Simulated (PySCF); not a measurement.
# Ionisation energy of Ru(21+) by level of theory

Ru(21+) [Ar] 3d5 (6S) → Ru(22+) [Ar] 3d4 (5D), as a difference of total energies. All numbers are calculated (PySCF 2.14, the non-relativistic Hamiltonian (point nucleus), in an even-tempered Gaussian basis (17 s from 2.1 bohr⁻², ratio 2.5; 11 p from 2.7 bohr⁻², ratio 2.5; 8 d from 2.7 bohr⁻², ratio 2.5; 4 f from 12 bohr⁻², ratio 2.7; 3 g from 18 bohr⁻², ratio 2.7)). Correlated levels: outer shells: [Ne] frozen; virtual orbitals above 40 to 60 times the deepest correlated orbital energy dropped. The calculations carry no spin-orbit coupling.

```csv
method,ionisation energy (eV)
UHF,988.78
LDA,988.10
PBE,987.53
PBE0,988.29
r2SCAN,988.62
TPSSh,987.38
B97-3,988.47
MP2 (outer shells),989.34
SCS-MP2 (outer shells),988.86
```

Question: How much does correlation contribute at MP2 (outer shells)?

Answer: 989.34 − (988.78) = 0.56 eV, measured against UHF.

A first-order spin-orbit estimate (lowest level to lowest level, LS coupling) adds -3.131 eV.

All relativistic terms are absent from these numbers, so their closeness to the reference says little about the methods.

For comparison: 981 ± 4 eV (theoretical estimate listed by NIST; NIST Atomic Spectra Database, ionization energies).
